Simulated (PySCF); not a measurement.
PySCF 2.14 output of an unrestricted PBE calculation on a single atom or ion in x2c-TZVPPall, with scalar relativity by spin-free X2C-1e:

```
SCF conv_tol = 1e-09
number electrons alpha = 36  beta = 32
    J. P. Perdew, K. Burke, and M. Ernzerhof.,  Phys. Rev. Lett. 77, 3865 (1996)
    J. P. Perdew, K. Burke, and M. Ernzerhof.,  Phys. Rev. Lett. 78, 1396 (1997)
    J. P. Perdew, K. Burke, and M. Ernzerhof.,  Phys. Rev. Lett. 77, 3865 (1996)
    J. P. Perdew, K. Burke, and M. Ernzerhof.,  Phys. Rev. Lett. 78, 1396 (1997)
cycle= 1 E= -13566.7980408049  delta_E= -0.00899  |g|= 0.706  |ddm|= 0.516
cycle= 2 E= -13566.6445656586  delta_E= 0.153  |g|= 1.57  |ddm|= 0.645
cycle= 3 E= -13566.8406699353  delta_E= -0.196  |g|= 0.0507  |ddm|= 0.435
cycle= 4 E= -13566.8409490177  delta_E= -0.000279  |g|= 0.00573  |ddm|= 0.0243
cycle= 5 E= -13566.8409533172  delta_E= -4.3e-06  |g|= 0.000576  |ddm|= 0.00491
cycle= 6 E= -13566.8409533989  delta_E= -8.18e-08  |g|= 1.87e-05  |ddm|= 0.000774
cycle= 7 E= -13566.8409533989  delta_E= -1.64e-11  |g|= 2.07e-06  |ddm|= 1.53e-05
converged SCF energy = -13566.8409533989  <S^2> = 6.0003596  2S+1 = 5.0001438
```

The run itself started from symmetry-adapted Hartree-Fock orbitals and held the occupation by maximum overlap, on a logarithmic radial grid, so the iterations belong to that start.

Q: Which element, charge and spin multiplicity is this?

A: Tm⁺ (thulium, charge +1), multiplicity 5; the state was [Xe] 4f12 5d1 6s1, one real determinant (an excited configuration).

⟨L²⟩ = 30.01 against 56 for a pure K term, so this real determinant mixes terms. Spin-orbit coupling, absent here, splits the open shell strongly.
